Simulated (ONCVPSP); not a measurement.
## Transferability test, ONCV potential for Ti (Z = 22)

```
Element                 : titanium
Generator               : ONCVPSP 4.0.1
Type                    : optimised norm-conserving Vanderbilt (ONCV)
Functional              : PBE
Relativity              : scalar-relativistic
Frozen core             : [Ne]
Valence charge          : 12
Reference configuration : 3s2 3p6 3d2 4s1 (charge +1)
Partial waves           : 3s+4s: rc 1.60 bohr, ncon 3, nbas 6, qcut 9.9 1/bohr, 2 projectors; 3p: rc 1.70 bohr, ncon 3, nbas 6, qcut 9.1 1/bohr, 1 projector; 3d: rc 2.60 bohr, ncon 4, nbas 8, qcut 7.3 1/bohr, 1 projector
Local potential         : polynomial inside 1.30 bohr (lpopt 5, dvloc0 -1 Ha)
Core correction         : Teter function fitted to the true core (icmod 2), fcfact 0.2
```

Energies are relative to the spin-unpolarised reference configuration 3s2 3p6 3d2 4s1; without spin polarisation the order of configurations can differ from experiment.

```tsv
valence configuration	charge	ΔE all-electron (eV)	error AE − PS (meV)
3s2 3p6 3d2 4s2	0	-7.347	+0.4
3s2 3p6 3d2 4s0	+2	13.572	-6.4
3s2 3p6 3d1 4s0	+3	40.520	+249
3s2 3p6 3d2.5 4s1.5	0	-6.994	+7.3
```

Levels in the configuration 3s2 3p6 3d1 4s0:

```json
{"level": "3s", "all-electron (eV)": "-95.044", "pseudo (eV)": "-94.569"}
{"level": "3p", "all-electron (eV)": "-70.922", "pseudo (eV)": "-70.498"}
{"level": "3d", "all-electron (eV)": "-34.691", "pseudo (eV)": "-33.972"}
```
